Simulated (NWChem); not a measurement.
## A calculation on C$_{2}$H$_{3}$ClO$_{2}$Si

```
C
H 1 1.1076
H 1 1.1083 2 108.88
C 1 1.5477 2 112.98 3 125.18
O 4 1.1992 1 131.58 2 -57.14
O 4 1.3960 5 124.67 1 -178.72
Si 6 1.7374 4 93.38 5 177.64
H 7 1.4906 6 112.51 4 -119.89
Cl 7 2.0621 8 108.88 6 125.56
```
Charge 0, spin multiplicity 1.

Program: NWChem. All single points use one geometry, from PBE/def2-SVP, a minimum by its harmonic frequencies. It is one conformer; others weren't searched.

The structure started from a generated list of species. The stability of the SCF solutions was not checked.

Worked example. At TPSS/def2-SVP the molecule has a total energy of -977.91316 Ha and the free atoms (multiplicities O 3, C 3, Si 3, Cl 2, H 2) C -37.82067, Si -289.29238, O -75.01076, Cl -460.00943, H -0.49926 Ha. The electronic atomisation energy is the atoms' sum less the molecule's energy.

2·(-75.01076) + 2·(-37.82067) + 1·(-289.29238) + 1·(-460.00943) + 3·(-0.49926) = -976.46245 Ha for the atoms; less the molecule's energy this leaves 1.45071 Ha, or 910.3 kcal/mol (3809 kJ/mol), without zero-point, thermal or spin-orbit terms.
